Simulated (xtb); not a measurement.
F$_{4}$Sn, charge -1, doublet, geometry from GFN2-xTB (such geometries of metal compounds can be far from the true shape) (a state made from the parent by changing its charge; the spin is typed, not shown lowest); GFN1-xTB (xtb).

Here is a job for xtb.
```
$ xtb mol.xyz --gfn 1 --chrg -1 --uhf 1 --etemp 1000 --json

# file mol.xyz
5

F     -1.14349714    -1.78303274    -0.87539354
Sn     0.00000000     0.00000000     0.00000000
F     -1.36890091     1.83770533     0.04532888
F      0.67888066    -0.49971285     2.13131729
F      1.83351739     0.44504026    -1.30125264
```

Question: What does xtb print? Leave out banner, timings and long lists.

Answer: 
```
   ID    Z sym.   atoms
    1    9 F      1, 3-5
    2   50 Sn     2

           -------------------------------------------------
          |                Calculation Setup                |
           -------------------------------------------------

molecular fragmentation (1/2 indicates fragments):
11112
# atoms in fragment 1/2:     4     1
 fragment masses (1/2) :      175.71       19.00
CMA distance (Bohr)    :   4.800
constraining FC (au)   :  0.0500

           -------------------------------------------------
          |                 G F N 1 - x T B                 |
           -------------------------------------------------

          ...................................................
          :                      SETUP                      :
          :.................................................:
          :  # basis functions                  26          :
          :  # atomic orbitals                  25          :
          :  # shells                           11          :
          :  # electrons                        33          :
          :  # halogen bonds                     0          :
          :  max. iterations                   250          :
          :  Hamiltonian                  GFN1-xTB          :
          :  restarted?                      false          :
          :  GBSA solvation                  false          :
          :  PC potential                    false          :
          :  electronic temp.         1000.0000000     K    :
          :  accuracy                    1.0000000          :
          :  -> integral cutoff          0.2500000E+02      :
          :  -> integral neglect         0.1000000E-07      :
          :  -> SCF convergence          0.1000000E-05 Eh   :
          :  -> wf. convergence          0.2000000E-04 e    :
          :  Broyden damping             0.4000000          :
          :  net charge                         -1          :
          :  unpaired electrons                  1          :
          ...................................................

 iter      E             dE          RMSdq      gap      omega  full diag
   1    -23.3973508 -0.233974E+02  0.544E+00    6.32       0.0  T
   2    -23.3983388 -0.987994E-03  0.339E+00    6.53       1.0  T
   3    -23.3983354  0.341193E-05  0.139E-01    6.66       1.0  T
   4    -23.3983852 -0.497904E-04  0.215E-03    6.60      20.8  T
   5    -23.3983852 -0.100071E-07  0.769E-04    6.60      58.2  T
   6    -23.3983852 -0.252953E-11  0.157E-05    6.60    2841.5  T
   7    -23.3983852 -0.181188E-12  0.456E-06    6.60    9813.7  T

   *** convergence criteria satisfied after 7 iterations ***

         :::::::::::::::::::::::::::::::::::::::::::::::::::::
         ::                     SUMMARY                     ::
         :::::::::::::::::::::::::::::::::::::::::::::::::::::
         :: total energy             -23.399062592179 Eh    ::
         :: gradient norm              0.052512826441 Eh/a0 ::
         :: HOMO-LUMO gap              6.596159726994 eV    ::
         ::.................................................::
         :: SCC energy               -23.398385170356 Eh    ::
         :: -> electrostatic           0.232682472699 Eh    ::
         :: repulsion energy           0.000208447498 Eh    ::
         :: dispersion energy         -0.000885869320 Eh    ::
         :: halogen bond corr.         0.000000000000 Eh    ::
         :: add. restraining           0.000000000000 Eh    ::
         :: total charge              -1.000000000000 e     ::
         :::::::::::::::::::::::::::::::::::::::::::::::::::::

           -------------------------------------------------
          |                Property Printout                |
           -------------------------------------------------

    * Orbital Energies and Occupations

         #    Occupation            Energy/Eh            Energy/eV
      -------------------------------------------------------------
         1        2.0000           -0.7833662             -21.3165
       ...           ...                  ...                  ...
         5        2.0000           -0.5744908             -15.6327
         6        1.9999           -0.3309520              -9.0057
         7        1.9999           -0.3309520              -9.0057
         8        1.9999           -0.3309519              -9.0057
         9        1.9984           -0.3204391              -8.7196
        10        1.9984           -0.3204391              -8.7196
        11        1.9971           -0.3186043              -8.6697
        12        1.9971           -0.3186043              -8.6697
        13        1.9971           -0.3186043              -8.6697
        14        1.9933           -0.3159183              -8.5966
        15        1.9933           -0.3159183              -8.5966
        16        1.9933           -0.3159183              -8.5966
        17        1.0323           -0.2893456              -7.8735 (HOMO)
        18                         -0.0469412              -1.2773 (LUMO)
        19                         -0.0469412              -1.2773
        20                         -0.0469412              -1.2773
        21                          0.1224827               3.3329
        22                          0.1224827               3.3329
        23                          0.3081986               8.3865
        24                          0.3081986               8.3865
        25                          0.3081986               8.3865
      -------------------------------------------------------------
                  HL-Gap            0.2424044 Eh            6.5962 eV
             Fermi-level           -0.2341255 Eh           -6.3709 eV

  Mulliken/CM5 charges         n(s)   n(p)   n(d)
     1F    -0.45247 -0.46393   1.918  5.534  0.000
     2Sn    0.80990  0.85574   1.991  0.763  0.436
     3F    -0.45247 -0.46394   1.918  5.534  0.000
     4F    -0.45248 -0.46394   1.918  5.534  0.000
     5F    -0.45248 -0.46394   1.918  5.534  0.000

Wiberg/Mayer (AO) data.
largest (>0.10) Wiberg bond orders for each atom

 ---------------------------------------------------------------------------
     #   Z sym  total        # sym  WBO       # sym  WBO       # sym  WBO
 ---------------------------------------------------------------------------
     1   9 F    0.839 --     2 Sn   0.539     3 F    0.100     4 F    0.100
                             5 F    0.100
     2  50 Sn   2.154 --     1 F    0.539     3 F    0.539     4 F    0.539
                             5 F    0.539
     3   9 F    0.839 --     2 Sn   0.539     1 F    0.100     4 F    0.100
                             5 F    0.100
     4   9 F    0.839 --     2 Sn   0.539     1 F    0.100     3 F    0.100
                             5 F    0.100
     5   9 F    0.839 --     2 Sn   0.539     1 F    0.100     3 F    0.100
                             4 F    0.100
 ---------------------------------------------------------------------------

Topologies differ in total number of bonds
Writing topology from bond orders to xtbtopo.mol

 dipole moment from electron density (au)
     X       Y       Z
  -0.0000  -0.0000  -0.0000  total (Debye):    0.000

           -------------------------------------------------
          | TOTAL ENERGY              -23.399062592179 Eh   |
          | GRADIENT NORM               0.052512826441 Eh/α |
          | HOMO-LUMO GAP               6.596159726994 eV   |
           -------------------------------------------------

normal termination of xtb
```
